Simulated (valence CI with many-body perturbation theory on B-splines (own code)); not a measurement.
**E1 line list for Lu57+**

Calculated by valence CI with perturbative core correlation (CI+MBPT): four valence electrons over a frozen Dirac-Fock core [Ne], a basis of 11 s, 11 p, 10 d, 8 f, 5 g, 2 h functions for each j, with the one-electron correlation potential Σ1, the two-electron term Σ2, the three-electron term Σ3, Breit, model QED; selected CI, second order for the rest, scaled by the run's own slope (own B-spline code, finite nucleus).

No measured spectrum was set against this ion. As an estimate, large intervals hold to a few tenths of a per cent, small ones and those within an open d or f shell to about a per cent. Among the levels kept, up to 560 cm⁻¹ of a level comes from second order outside the variational space, and about a tenth of that is noise between levels of different J, which matters for small intervals.

Lines 151 to 200 of 550 in falling wavelength, among levels below 12095 × 10³ cm⁻¹, chosen from the strongest by gf and those to the six lowest levels. Wavelengths and rates use the calculated energies. Electric multipoles are in the length gauge, E1 and E2 with the static RPA response of the core. Weak lines are less certain than strong ones. Lines between different terms over intervals too small for the method are left out, as are lines whose strength nearly cancels. The highest levels of a list are the least certain.

Levels are named by their leading jj configuration (3d3/2^4 stands for four electrons in 3d with j = 3/2), which in mixed levels can hold well under half, so a name can repeat and another be missing. Letters in brackets count levels of one name in rising energy.

| λ vac (nm) | Upper | Lower | A (s⁻¹) | S (a.u.) with core polarisation | S without |
| --- | --- | --- | --- | --- | --- |
| 4.257 | (3s 3p1/2 3d5/2^2) J=3 [b] | (3s 3p1/2 3p3/2 3d5/2) J=3 [c] | 6.23e+10 | 1.66e-02 | 1.68e-02 |
| 4.248 | (3s 3p1/2 3p3/2 3d5/2) J=4 [b] | (3s 3p1/2 3p3/2^2) J=3 | 1.58e+11 | 5.39e-02 | 5.46e-02 |
| 4.239 | (3s 3p1/2 3d3/2 3d5/2) J=3 [b] | (3s 3p1/2 3p3/2 3d3/2) J=2 [b] | 2.17e+11 | 5.72e-02 | 5.79e-02 |
| 4.237 | (3s 3p1/2 3d3/2 3d5/2) J=4 [c] | (3s 3p1/2 3p3/2 3d3/2) J=3 [c] | 6.32e+10 | 2.14e-02 | 2.17e-02 |
| 4.237 | (3p1/2^2 3p3/2 3d5/2) J=1 | (3p1/2^2 3p3/2^2) J=0 | 1.47e+11 | 1.65e-02 | 1.67e-02 |
| 4.234 | (3p1/2^2 3d3/2 3d5/2) J=3 | (3p1/2^2 3p3/2 3d3/2) J=2 | 1.16e+11 | 3.03e-02 | 3.07e-02 |
| 4.233 | (3p1/2^2 3d3/2 3d5/2) J=4 | (3p1/2^2 3p3/2 3d3/2) J=3 | 1.70e+11 | 5.74e-02 | 5.81e-02 |
| 4.229 | (3s 3p1/2 3d3/2 3d5/2) J=2 [a] | (3s 3p1/2 3p3/2 3d3/2) J=2 [b] | 7.78e+10 | 1.45e-02 | 1.47e-02 |
| 4.228 | (3s 3p1/2^2 3d5/2) J=3 | (3s 3p1/2^2 3p3/2) J=2 | 1.65e+11 | 4.32e-02 | 4.37e-02 |
| 4.227 | (3s 3p1/2 3p3/2 3d5/2) J=2 [b] | (3s 3p1/2 3p3/2^2) J=3 | 7.44e+10 | 1.39e-02 | 1.41e-02 |
| 4.223 | (3s 3p1/2 3d5/2^2) J=0 | (3s 3p1/2 3p3/2 3d5/2) J=1 [b] | 2.81e+11 | 1.04e-02 | 1.06e-02 |
| 4.222 | (3s 3p3/2^2 3d5/2) J=3 [b] | (3s 3p3/2^3) J=2 | 4.52e+10 | 1.17e-02 | 1.19e-02 |
| 4.222 | (3s 3p1/2 3p3/2 3d5/2) J=2 [d] | (3s 3p1/2 3p3/2^2) J=1 [b] | 3.09e+11 | 5.74e-02 | 5.82e-02 |
| 4.217 | (3s^2 3d3/2 3d5/2) J=2 | (3s^2 3p3/2 3d3/2) J=1 | 1.68e+11 | 3.11e-02 | 3.16e-02 |
| 4.216 | (3s^2 3p1/2 3d5/2) J=2 | (3s^2 3p1/2 3p3/2) J=1 | 2.38e+11 | 4.41e-02 | 4.47e-02 |
| 4.214 | (3s^2 3p3/2 3d5/2) J=1 | (3s^2 3p3/2^2) J=0 | 2.81e+11 | 3.11e-02 | 3.16e-02 |
| 4.210 | (3s 3p1/2 3d3/2 3d5/2) J=4 [a] | (3s 3p1/2 3p3/2 3d3/2) J=3 [a] | 1.83e+11 | 6.05e-02 | 6.13e-02 |
| 4.210 | (3s 3p1/2 3d5/2^2) J=3 [a] | (3s 3p1/2 3p3/2 3d5/2) J=2 [b] | 3.81e+10 | 9.81e-03 | 9.93e-03 |
| 4.206 | (3s 3p1/2 3p3/2 3d5/2) J=1 [c] | (3s 3p1/2 3p3/2^2) J=1 [a] | 2.39e+11 | 2.63e-02 | 2.67e-02 |
| 4.206 | (3s^2 3d3/2 3d5/2) J=2 | (3s^2 3p3/2 3d3/2) J=2 | 9.88e+10 | 1.81e-02 | 1.84e-02 |
| 4.198 | (3s 3p1/2 3d5/2^2) J=2 [a] | (3s 3p1/2 3p3/2 3d5/2) J=3 [a] | 7.13e+10 | 1.30e-02 | 1.32e-02 |
| 4.191 | (3s 3p1/2 3p3/2 3d5/2) J=3 [d] | (3s 3p1/2 3p3/2^2) J=2 [b] | 3.31e+11 | 8.43e-02 | 8.54e-02 |
| 4.188 | (3s 3p1/2 3d5/2^2) J=3 [a] | (3s 3p1/2 3p3/2 3d5/2) J=4 [b] | 5.47e+10 | 1.39e-02 | 1.41e-02 |
| 4.187 | (3s 3p1/2 3d5/2^2) J=1 [b] | (3s 3p1/2 3p3/2 3d5/2) J=2 [c] | 1.58e+11 | 1.72e-02 | 1.74e-02 |
| 4.186 | (3s 3p1/2 3p3/2 3d5/2) J=3 [a] | (3s 3p1/2 3p3/2^2) J=2 [a] | 2.37e+11 | 6.01e-02 | 6.09e-02 |
| 4.180 | (3s^2 3d3/2 3d5/2) J=1 | (3s^2 3p3/2 3d3/2) J=0 | 1.34e+11 | 1.45e-02 | 1.47e-02 |
| 4.179 | (3s 3p1/2 3d3/2 3d5/2) J=2 [c] | (3s 3p1/2 3p3/2 3d3/2) J=1 [b] | 1.64e+11 | 2.95e-02 | 2.99e-02 |
| 4.174 | (3s 3p1/2 3p3/2 3d5/2) J=1 [b] | (3s 3p1/2 3p3/2^2) J=0 | 1.62e+11 | 1.75e-02 | 1.77e-02 |
| 4.174 | (3s 3p1/2 3p3/2 3d5/2) J=2 [c] | (3s 3p1/2 3p3/2^2) J=2 [b] | 1.07e+11 | 1.93e-02 | 1.95e-02 |
| 4.170 | (3s^2 3d3/2 3d5/2) J=4 | (3s^2 3p3/2 3d3/2) J=3 | 2.86e+11 | 9.21e-02 | 9.33e-02 |
| 4.170 | (3s 3p1/2 3d3/2 3d5/2) J=3 [a] | (3s 3p1/2 3p3/2 3d3/2) J=2 [a] | 2.62e+11 | 6.56e-02 | 6.65e-02 |
| 4.169 | (3p1/2^2 3d3/2 3d5/2) J=1 | (3p1/2^2 3p3/2 3d3/2) J=0 | 8.79e+10 | 9.44e-03 | 9.56e-03 |
| 4.168 | (3s 3p1/2 3p3/2 3d5/2) J=2 [c] | (3s 3p1/2 3p3/2^2) J=1 [a] | 2.63e+11 | 4.70e-02 | 4.76e-02 |
| 4.164 | (3s^2 3d3/2 3d5/2) J=1 | (3s^2 3p3/2 3d3/2) J=1 | 1.27e+11 | 1.36e-02 | 1.38e-02 |
| 4.163 | (3s 3p1/2 3d3/2 3d5/2) J=5 | (3s 3p1/2 3p3/2 3d3/2) J=4 | 2.15e+11 | 8.43e-02 | 8.54e-02 |
| 4.161 | (3s 3p3/2^2 3d5/2) J=2 [a] | (3s 3p3/2^3) J=2 | 3.69e+11 | 6.55e-02 | 6.65e-02 |
| 4.153 | (3s 3p1/2 3d3/2 3d5/2) J=1 [a] | (3s 3p1/2 3p3/2 3d3/2) J=1 [a] | 9.75e+10 | 1.03e-02 | 1.05e-02 |
| 4.147 | (3s 3p1/2 3d5/2^2) J=3 [a] | (3s 3p1/2 3p3/2 3d5/2) J=3 [b] | 1.65e+11 | 4.08e-02 | 4.13e-02 |
| 4.145 | (3p1/2^2 3d5/2^2) J=4 | (3p1/2^2 3p3/2 3d5/2) J=4 | 6.75e+10 | 2.14e-02 | 2.16e-02 |
| 4.130 | (3s^2 3d5/2^2) J=0 | (3s^2 3p3/2 3d5/2) J=1 | 5.86e+11 | 2.04e-02 | 2.07e-02 |
| 4.128 | (3s 3p1/2 3d3/2 3d5/2) J=4 [b] | (3s 3p1/2 3p3/2 3d3/2) J=4 | 3.47e+10 | 1.08e-02 | 1.10e-02 |
| 4.116 | (3s 3p1/2 3d3/2 3d5/2) J=1 [a] | (3s 3p1/2 3p3/2 3d3/2) J=0 [a] | 1.50e+11 | 1.55e-02 | 1.57e-02 |
| 4.116 | (3s 3p1/2 3d3/2 3d5/2) J=2 [a] | (3s 3p1/2 3p3/2 3d3/2) J=1 [a] | 1.55e+11 | 2.66e-02 | 2.70e-02 |
| 4.114 | (3s 3p3/2^2 3d5/2) J=2 [c] | (3s 3p3/2^3) J=1 | 6.30e+11 | 1.08e-01 | 1.10e-01 |
| 4.107 | (3s 3p1/2 3d3/2 3d5/2) J=4 [c] | (3s 3p1/2 3p3/2 3d3/2) J=3 [b] | 2.03e+11 | 6.25e-02 | 6.34e-02 |
| 4.076 | (3p1/2^2 3d3/2 3d5/2) J=2 | (3p1/2^2 3p3/2 3d3/2) J=2 | 6.10e+10 | 1.02e-02 | 1.03e-02 |
| 4.076 | (3s 3p1/2 3d5/2^2) J=2 [b] | (3s 3p1/2 3p3/2 3d5/2) J=2 [b] | 1.32e+11 | 2.21e-02 | 2.24e-02 |
| 4.075 | (3s^2 3p3/2 3d5/2) J=3 | (3s^2 3p3/2^2) J=2 | 5.43e+11 | 1.27e-01 | 1.29e-01 |
| 4.067 | (3s 3p1/2 3d5/2^2) J=5 | (3s 3p1/2 3p3/2 3d5/2) J=5 | 1.13e+11 | 4.11e-02 | 4.17e-02 |
| 4.065 | (3s 3p1/2 3d5/2^2) J=2 [a] | (3s 3p1/2 3p3/2 3d5/2) J=2 [a] | 3.31e+11 | 5.48e-02 | 5.55e-02 |
